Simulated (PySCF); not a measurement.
Hf(Cl)4 cation (Cl4Hf), SMILES [Cl][Hf]([Cl])([Cl])[Cl] (connectivity only; charge and spin as stated), charge +1, multiplicity 2.

Geometry: B3LYP-D3(BJ)/def2-SVP. The multiplicity is an assumed one; no other spin state was optimised. The isomer is the one that the SMILES or the coordinates give; other isomers of the formula were not compared. The def2 effective core potentials stand for the cores of Hf; spin–orbit coupling is left out.

Calculation: B3LYP-D3(BJ)/def2-SVP run with PySCF.

Frequencies are harmonic and unscaled.

A small imaginary wavenumber (i) marks a very flat motion, where grid noise or a shallow saddle decides the sign.

```json
[
 {"mode": "1", "ν (cm⁻¹)": "5i", "IR (km/mol)": "7.3", "moving atoms (share of kinetic energy)": "Cl 71 %, Hf 29 %"},
 {"mode": "2", "ν (cm⁻¹)": "9", "IR (km/mol)": "7.1", "moving atoms (share of kinetic energy)": "Cl 71 %, Hf 29 %"},
 {"mode": "3", "ν (cm⁻¹)": "66", "IR (km/mol)": "0.0", "moving atoms (share of kinetic energy)": "Cl 100 %"},
 {"mode": "4", "ν (cm⁻¹)": "72", "IR (km/mol)": "0.8", "moving atoms (share of kinetic energy)": "Cl 77 %, Hf 23 %"},
 {"mode": "5", "ν (cm⁻¹)": "76", "IR (km/mol)": "0.0", "moving atoms (share of kinetic energy)": "Cl 100 %"},
 {"mode": "6", "ν (cm⁻¹)": "233", "IR (km/mol)": "95.0", "moving atoms (share of kinetic energy)": "Cl 85 %, Hf 15 %"},
 {"mode": "7", "ν (cm⁻¹)": "234", "IR (km/mol)": "95.7", "moving atoms (share of kinetic energy)": "Cl 85 %, Hf 15 %"},
 {"mode": "8", "ν (cm⁻¹)": "278", "IR (km/mol)": "17.4", "moving atoms (share of kinetic energy)": "Cl 79 %, Hf 21 %"},
 {"mode": "9", "ν (cm⁻¹)": "363", "IR (km/mol)": "0.0", "moving atoms (share of kinetic energy)": "Cl 100 %"}
]
```
